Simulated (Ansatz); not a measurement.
Isolated molecules relaxed with PBE0-D4/def2-TZVP in Ansatz; ΔE leaves out vibrations. CCSD(T)/CBS is the MP2 limit (def2-TZVPP, def2-QZVPP) plus CCSD(T) − MP2 in def2-TZVPP, frozen cores. Functionals use def2-TZVPP. HSE06 is defined as in plane-wave codes. For Ge outer-core shells are correlated without core-valence functions, which leaves a few kJ/mol of doubt a bond. Scalar relativity is left out up to krypton. One conformer a species, not always the lowest.

Consider the cleavage of the Si–B bond: `[SiH3][SiH2]B1C[SiH2]1` + `[OH][GeH3]` → `[SiH3][SiH2][O][GeH3]` + `B1C[SiH2]1`.

| species | HSE06-D4 energy (Eh) |
| --- | --- |
| `[SiH3][SiH2]B1C[SiH2]1` | -936.34904 |
| `[OH][GeH3]` | -2154.32647 |
| `[SiH3][SiH2][O][GeH3]` | -2735.51214 |
| `B1C[SiH2]1` | -355.19013 |

**Question.** Work out ΔE.

**Answer.** ΔE = (-2735.51214) + (-355.19013) − (-936.34904) − (-2154.32647) = -0.02676 Eh = -16.8 kcal/mol. CCSD(T)/CBS gives -20.3 kcal/mol.

Largest T1 diagnostic among the species: 0.015.

From BLYP to BHLYP (50 % exact exchange), in def2-TZVPP and without D4, ΔE moves by −3.9 kcal/mol. Leaving LDA and LC-ωPBE aside and taking each functional with its dispersion term where it has one, the values, not all of them listed here, spread over 8.4 kcal/mol, from BHLYP-D4 to revPBE-D4.
